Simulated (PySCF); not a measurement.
Methyl 3-chloropropanoate, C4H7ClO2.
Geometry (PBE0-D3(BJ)/def2-SVP, Å), atoms numbered from 1 in this order:
```xyz
14
C4H7ClO2 angstrom
C     -2.2246   -0.2819    0.8193
O     -0.8208   -0.4702    0.8852
C     -0.1086    0.1237   -0.0747
O     -0.5968    0.7861   -0.9535
C      1.3643   -0.1443    0.0880
C      2.1761    0.5461   -0.9842
Cl     3.9173    0.2139   -0.7709
H     -2.6503   -0.8433    1.6589
H     -2.6262   -0.6573   -0.1334
H     -2.4811    0.7844    0.9056
H      1.6748    0.1842    1.0927
H      1.5283   -1.2337    0.0676
H      2.0367    1.6343   -0.9513
H      1.8892    0.2015   -1.9860
```

Method: TDDFT wB97X-D/def2-SVPD, vertical, gas phase, core orbitals frozen in the response in PySCF 2.14.0, density-fitted response routines.

Transition dipole moments from the ground state, in atomic units and in the frame of the coordinates above (overall signs are arbitrary), for the states with f of 0.002 or more among the lowest 6:

| state | E (eV) | μx | μy | μz |
| --- | --- | --- | --- | --- |
| S4 | 8.113 | -0.147 | 0.060 | -0.064 |
| S5 | 8.236 | 0.591 | 0.308 | -0.547 |
| S6 | 8.535 | -0.046 | -0.347 | -0.220 |

Q: What oscillator strength does each state have?

A: f = (2/3) ΔE |μ|² with ΔE in hartree (27.2114 eV).

| state | \|μ\|² (au) | \|μ\| (D) | f |
| --- | --- | --- | --- |
| S4 | 0.029 | 0.43 | 0.006 |
| S5 | 0.743 | 2.19 | 0.150 |
| S6 | 0.171 | 1.05 | 0.036 |

Q: The point group is Cs. Which irreducible representation does each state belong to?

A: The ground state is totally symmetric, so the direction of μ fixes the label. Polarised normal to the mirror plane, so A″: S6. Polarised in the mirror plane, so A′: S4 and S5.

Q: Which bond between heavy atoms lies closest to the direction of the S5 transition dipole?

A: C5–C6 and O2–C3, at 11° from it; next C1–O2 at 53°.

Q: What angle do the transition dipoles of S5 and S6 make?

A: |cos θ| = |μa·μb| / (|μa| |μb|) = 0.04, so θ ≈ 88° (taken between 0 and 90°, since the signs are arbitrary).

Q: How is the summed strength of these states shared among x, y and z?

A: (2/3) Σ ΔE μα² gives 0.075 for x, 0.045 for y and 0.071 for z, 0.191 in all.

Q: What peak molar absorption coefficient would the strongest computed level give as a lone Gaussian band 0.3 eV wide at half height?

A: ε(max) = 2.175×10⁸ f / FWHM, with the width in cm⁻¹. S5: 2.175×10⁸ × 0.1499 / 2420 ≈ 13000 L mol⁻¹ cm⁻¹.

One conformer stands for the species.
